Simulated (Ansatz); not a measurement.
`N[SiH2]O[SiH](N)O` + `[SiH3]Cl` → `N[SiH2][SiH2]Cl` + `N[SiH](O)O`  (formal exchange of groups at the Si–O bond)

Gas-phase electronic energies from Ansatz, PBE0-D4/def2-TZVP geometries. CCSD(T)/CBS is the MP2 limit (def2-TZVPP, def2-QZVPP) plus CCSD(T) − MP2 in def2-TZVPP, frozen cores. This one scheme is used for every species. Each species was taken in one conformer, which may not be the lowest.

`N[SiH2]O[SiH](N)O`:

Cartesian coordinates in Å:
```
N 1.681 -0.608 0.411
Si 1.053 -0.667 -1.198
O -0.294 0.258 -1.296
Si -1.127 0.998 -0.092
N -1.830 -0.269 0.831
O -0.162 1.878 0.891
H 2.680 -0.554 0.532
H 1.266 -1.199 1.117
H 0.676 -2.039 -1.627
H 2.116 -0.122 -2.078
H -2.066 1.948 -0.721
H -2.388 -0.967 0.362
H -2.233 -0.041 1.727
H 0.630 1.386 1.141
```

`[SiH3]Cl`:

Z-matrix (Å, degrees):
```
Si
Cl 1 2.054
H 1 1.481 2 108.5
H 1 1.481 2 108.5 3 -120.0
H 1 1.481 2 108.5 3 120.0
```

`N[SiH2][SiH2]Cl`:

Cartesian coordinates in Å:
```
N -0.385 -0.299 1.668
Si 0.691 0.410 0.532
Si -0.082 -0.260 -1.574
Cl -2.139 0.017 -1.558
H -1.378 -0.240 1.502
H -0.180 -0.275 2.654
H 2.063 -0.108 0.785
H 0.782 1.903 0.543
H 0.161 -1.697 -1.859
H 0.465 0.550 -2.693
```

`N[SiH](O)O`:

```xyz
9

N     1.198   -0.353    0.149
Si   -0.423    0.170    0.345
O    -1.389   -1.054   -0.163
O    -0.573    1.588   -0.462
H     1.952    0.301    0.285
H     1.465   -1.274    0.460
H    -0.901    0.471    1.707
H    -1.150   -1.486   -0.985
H    -0.181    1.636   -1.336
```

```csv
level,ΔE (eV)
MP2/def2-TZVPP,1.49
MP2/def2-QZVPP,1.47
```

Q: What does CCSD(T)/CBS give? (An estimate is asked.)

A: Ansatz gave: +1.40 eV. The listed levels differ from it by 0.09, 0.07 eV.

Largest T1 diagnostic among the species: 0.011.

In def2-TZVPP, CCSD(T) changes the Hartree–Fock value by −0.14 eV (the triples alone add −0.01 eV) and MP2 by −0.09 eV. The D4 term adds +0.05 eV with B3LYP and +0.03 eV with PBE0; it sums over pairs of atoms, weighted by their polarisabilities, and B3LYP, whose exchange is more repulsive, gets the larger term. From PBE to PBE0 (25 % exact exchange), in def2-TZVPP and without D4, ΔE moves by +0.09 eV.

B3LYP here is the variant with VWN-RPA as its local correlation; programs differ in this.
